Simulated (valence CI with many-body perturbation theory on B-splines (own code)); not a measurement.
## Au⁴⁸⁺: fill in the table

Calculated by relativistic CI+MBPT: three valence electrons over a frozen Dirac-Fock core [Ar] 3d10, a basis of 11 s, 11 p, 9 d, 7 f, 5 g, 2 h, 1 i functions for each j, with the one-electron correlation potential Σ1, the two-electron term Σ2, the three-electron term Σ3, Breit, model QED; selected CI, second order for the rest (own B-spline code, finite nucleus).

The last digits are not significant, and no measured levels were compared; by estimate large intervals hold to a few tenths of a per cent, small ones and those within an open d or f shell to about a per cent.

```
                     Level  E (eV)
        (4s^2 4p1/2) J=1/2    0.00
        (4s 4p1/2^2) J=1/2  109.91
        (4s^2 4p3/2) J=3/2       ?
(4s 4p1/2 4p3/2) J=3/2 [a]  234.27
    (4s 4p1/2 4p3/2) J=5/2       ?
(4s 4p1/2 4p3/2) J=3/2 [b]  256.67
    (4s 4p1/2 4p3/2) J=1/2       ?
        (4s^2 4d3/2) J=3/2  318.37
        (4s^2 4d5/2) J=5/2       ?
     (4p1/2^2 4p3/2) J=3/2  366.44
        (4s 4p3/2^2) J=5/2  381.31
        (4s 4p3/2^2) J=1/2  398.20
        (4s 4p3/2^2) J=3/2  401.96
(4s 4p1/2 4d3/2) J=3/2 [a]       ?
    (4s 4p1/2 4d3/2) J=5/2  413.09
    (4s 4p1/2 4d3/2) J=1/2       ?
(4s 4p1/2 4d3/2) J=3/2 [b]  429.03
(4s 4p1/2 4d5/2) J=5/2 [a]  443.18
    (4s 4p1/2 4d5/2) J=7/2  449.33
(4s 4p1/2 4d5/2) J=5/2 [b]  455.72
```

Levels are named by their leading jj configuration (3d3/2^4 stands for four electrons in 3d with j = 3/2), which in mixed levels can hold well under half, so a name can repeat and another be missing. Letters in brackets count levels of one name in rising energy.

Problem. The levels stand in rising order. What does the calculation give for the missing energies?

Solution. (4s^2 4p3/2) J=3/2 139.26; (4s 4p1/2 4p3/2) J=5/2 243.63; (4s 4p1/2 4p3/2) J=1/2 259.08; (4s^2 4d5/2) J=5/2 344.93; (4s 4p1/2 4d3/2) J=3/2 [a] 404.88; (4s 4p1/2 4d3/2) J=1/2 427.39.
